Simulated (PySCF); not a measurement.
**Correlation energy of P+ (phosphorus, charge +1)**

[Ne] 3s2 3p2, high-spin 3P determinant. All numbers are calculated (PySCF 2.14, no relativity, point nucleus, in pcseg-2 (5s4p2d1f, 34 functions)). Frozen: [Ne]; 4 electrons correlated.

MP2 pair energies summed by pair of shells (mhartree):

```json
{"pair": "3s-3p", "energy": "-36.66", "share (%)": "62.0"}
{"pair": "3s-3s", "energy": "-16.60", "share (%)": "28.1"}
{"pair": "3p-3p", "energy": "-5.91", "share (%)": "10.0"}
```

Total MP2 correlation energy: -59.18 mhartree.

Same-spin part -9.61 and opposite-spin part -49.57 mhartree; SCS-MP2 scales them by 1/3 and 6/5 to -62.69 mhartree.

```csv
level,correlation energy (mhartree)
CCSD,-78.58
(T),-1.95
CCSD(T),-80.53
```

Diagnostics: T1 = 0.0093, D1 = 0.0215, largest double amplitude 0.103.

Cost of the coupled-cluster step: 0.23 s of wall time on 1 thread of Neoverse-V2 (shared host), for 4 correlated electrons.

Iterations:

```
CC2 = 0
CCSD nocc = (np.int64(3), np.int64(1)), nmo = (29, 29)
frozen orbitals [[0, 1, 2, 3, 4], [0, 1, 2, 3, 4]]
max_cycle = 100
direct = 0
conv_tol = 1e-08
conv_tol_normt = 1e-06
diis_space = 8
diis_start_cycle = 0
Init t2, MP2 energy = -0.0591784124188551
Init E_corr(UCCSD) = -0.0591784124215853
cycle = 1  E_corr(UCCSD) = -0.072533056488162  dE = -0.0133546441  norm(t1,t2) = 0.0484923
cycle = 2  E_corr(UCCSD) = -0.0762924800728666  dE = -0.00375942358  norm(t1,t2) = 0.0187085
cycle = 3  E_corr(UCCSD) = -0.078582534086933  dE = -0.00229005401  norm(t1,t2) = 0.0085517
cycle = 4  E_corr(UCCSD) = -0.0785724585079516  dE = 1.0075579e-05  norm(t1,t2) = 0.00146476
cycle = 5  E_corr(UCCSD) = -0.0785854241891209  dE = -1.29656812e-05  norm(t1,t2) = 0.000211623
cycle = 6  E_corr(UCCSD) = -0.0785815737964892  dE = 3.85039263e-06  norm(t1,t2) = 3.88067e-05
cycle = 7  E_corr(UCCSD) = -0.0785831963803851  dE = -1.6225839e-06  norm(t1,t2) = 5.74418e-06
cycle = 8  E_corr(UCCSD) = -0.0785828410643118  dE = 3.55316073e-07  norm(t1,t2) = 1.2884e-06
cycle = 9  E_corr(UCCSD) = -0.0785828436160859  dE = -2.5517741e-09  norm(t1,t2) = 1.74814e-07
UCCSD converged
E(UCCSD) = -340.4229715872111  E_corr = -0.07858284361608588
UCCSD(T) correction = -0.00195483706902477
```
